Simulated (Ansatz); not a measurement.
Species: YCl₂, charge 1, multiplicity 1. SMILES: [Cl][Y+][Cl]
Geometry: optimised at B3LYP-D3(BJ)/def2-TZVP (Ansatz, a quantum-chemistry and plane-wave program).

Wanted: vertical electron affinity (to the doublet state of charge +0; a negative value means that the extra electron is unbound and the number depends on the basis; each state is the SCF solution reached for its spin), in eV. Cores are frozen in the correlated levels unless marked. UHF or UKS for open shells. Spin-orbit coupling is left out. Frozen are the shells of the preceding noble gas and the d and f shells that filled before the atom's block. Past Kr the def2 sets carry scalar-relativistic core potentials. Basis-set limits of correlation are two-point, X^-3; Hartree-Fock from the larger set. [CCSD(T)-MP2]/basis is that difference in the basis named.

```tsv
level	program	vertical electron affinity (eV)	minus last row
HF/def2-SVPD	Ansatz	6.22	-0.07
HF/def2-QZVPPD	Ansatz	6.16	-0.13
SVWN5/def2-TZVPD	Ansatz	6.61	0.32
PBE/def2-TZVPD	Ansatz	6.46	0.17
PBE0/def2-TZVPD	Ansatz	6.51	0.22
wB97M-V/def2-TZVPD	Ansatz	6.44	0.15
wB97X-V/def2-TZVPD	Ansatz	6.42	0.13
wB97X/def2-TZVPD	Ansatz	6.31	0.02
B2PLYP/def2-TZVPD	Ansatz	6.41	0.12
MP2/def2-TZVPPD	Ansatz	6.22	-0.07
RI-MP2/CBS(def2-TZVPPD,def2-QZVPPD)	Ansatz	6.24	-0.05
CCSD/def2-TZVPPD	Ansatz	6.29	0.00
CCSD(T)/def2-SVPD	Ansatz	6.27	-0.02
RI-MP2/CBS(def2-TZVPPD,def2-QZVPPD)+[CCSD(T)-MP2]/def2-SVPD	Ansatz	6.28	-0.01
RI-MP2/CBS(def2-TZVPPD,def2-QZVPPD)+[CCSD(T)-MP2]/def2-TZVPPD	Ansatz	6.29	0.00
```
